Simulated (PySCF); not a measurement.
def2 core potentials replace the inner electrons of Sn.

Delta-SCF ions had no search for a lower state. Excitations are Tamm–Dancoff values on a coarser integration grid. The basis has no diffuse functions, so Rydberg states are missing or too high.

Cartesian coordinates (Å):
SMILES: C=CC[CH2][Sn]([O]C)([O]C)[O]C
```xyz
27

C      3.5765     0.8217     0.1584
C      2.5973     0.0178    -0.2592
C      2.1469    -0.1270    -1.6819
C      0.8186     0.5802    -1.9578
Sn    -0.6968     0.0906    -0.5321
O     -0.1834    -1.6034     0.3775
C     -1.1177    -2.3477     1.1063
O     -1.0612     1.3869     0.9265
C     -0.2137     1.4856     2.0359
O     -2.4735    -0.1061    -1.3660
C     -3.6558     0.0068    -0.6189
H      4.1580     1.4287    -0.5440
H      3.8406     0.8962     1.2166
H      2.0402    -0.5868     0.4713
H      2.0445    -1.1994    -1.9176
H      2.9135     0.2794    -2.3634
H      0.4086     0.3373    -2.9498
H      0.9298     1.6736    -1.8935
H     -1.5797    -1.7718     1.9322
H     -0.6064    -3.2153     1.5574
H     -1.9379    -2.7393     0.4745
H      0.7864     1.8860     1.7788
H     -0.6688     2.1776     2.7650
H     -0.0573     0.5172     2.5494
H     -3.6000     0.7852     0.1632
H     -4.4805     0.2724    -1.3023
H     -3.9281    -0.9466    -0.1263
```
Charge 0, multiplicity 1.

Q: Give the dipole moment, HOMO, LUMO, T1 excitation (TDA) and vertical ionisation energy (Delta-SCF) at the level CAM-B3LYP-D3(BJ)/def2-SVP // PBE0-D3(BJ)/def2-SVP (PySCF).

A: 
```yaml
dipole_moment: 1.28 D
HOMO: -8.75 eV
LUMO: 0.60 eV
T1 excitation (TDA): 4.34 eV
vertical ionisation energy (Delta-SCF): 9.39 eV
```
